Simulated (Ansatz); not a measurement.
Consider the homolysis of the S–Si bond: `C[SiH](S)Cl` → `[SH]`• + `C[SiH]Cl`•.

Gas-phase electronic energies from Ansatz, PBE0-D4/def2-TZVP geometries. CCSD(T)/CBS adds triple-zeta CCSD(T) − MP2 to the extrapolated MP2 energy (def2 sets, frozen cores). This one scheme is used for every species. No spin–orbit coupling; open shells (•) take unrestricted orbitals. One conformer a species, not always the lowest.

```
           level  ΔE (kcal/mol)
CCSD(T)/def2-SVP           86.1
   MP2/CBS(def2)           99.8
```

Q: What does CCSD(T)/CBS give? (An estimate is asked.)

A: The calculation gave: +95.4 kcal/mol. The listed levels differ from it by -9.3, 4.4 kcal/mol.

Largest T1 diagnostic among the species: 0.012.

The D4 term adds +3.4 kcal/mol with B3LYP and +1.8 kcal/mol with PBE0; it sums over pairs of atoms, weighted by their polarisabilities, and B3LYP, whose exchange is more repulsive, gets the larger term. From r2SCAN to r2SCAN0 (25 % exact exchange), in def2-TZVPP and without D4, ΔE moves by −0.8 kcal/mol: exact exchange takes away binding that semilocal exchange gives to molecules.

B3LYP here is the variant with VWN-RPA as its local correlation; programs differ in this.
